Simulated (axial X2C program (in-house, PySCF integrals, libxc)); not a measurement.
# HgH⁺: cheaper levels and CCSD(T), with spin–orbit coupling

Calculated with an axial X2C code built on PySCF integrals. Two-component (2c) means X2C with spin–orbit coupling and atomic mean-field two-electron Coulomb and Gaunt terms. Basis: Hg dyall-cv3z [13s14p9d6f4g], H dyall-v3z [6s2p1d] (cores contracted in-house); Gaussian nuclei, density fitting, unrestricted open shells. Masses: Hg 201.971 u, H 1.008 u.

State: Ω = 0 (closed shell); fragments Hg+ + H.

| level | Re (Å) | ωe (cm⁻¹) | De (eV) |
| --- | --- | --- | --- |
| PBE0 | 1.597 | 2046.4 | 2.65 |
| HF | 1.618 | 2059.8 | 1.32 |
| MP2 | 1.575 | 2121.5 | 2.51 |
| CCSD | 1.599 | 2025.9 | 2.60 |
| M06 | 1.630 | 1939.7 | 2.60 |

Correlated methods: 12 electrons correlated (number of frozen shells: Hg 5 s, 4 p, 2 d, 1 f; H none), 220 virtual spin orbitals or spinors in MP2, 90 natural virtuals in coupled cluster.

CCSD(T), same Hamiltonian and basis:

Re = 1.601 Å, ωe = 2003.9 cm⁻¹, De = 2.67 eV; T1 = 0.026 (Lee–Taylor normalisation).

Problem. Give the differences from CCSD(T) in the columns below.

Solution. 

| level | ΔRe (Å) | Δωe (cm⁻¹) | ΔDe (eV) |
| --- | --- | --- | --- |
| PBE0 | -0.004 | 42 | -0.02 |
| HF | 0.017 | 56 | -1.35 |
| MP2 | -0.026 | 118 | -0.16 |
| CCSD | -0.002 | 22 | -0.07 |
| M06 | 0.029 | -64 | -0.07 |

The state is a single determinant with fixed occupations, the lowest that a limited PBE0 search found. The closed shell is kept restricted, so the energy runs too high when the bond is stretched far. De is counted from the lowest determinant-based energies of the atoms at the same level, without counterpoise correction. Coupled cluster ran in a truncated set of natural virtual spinors; the MP2 energy of the rest was added. (T) has no such correction and the atoms are truncated less, which lowers De at CCSD(T) by a hundredth of an eV or more. The T1 diagnostic is large, a sign of multireference character.
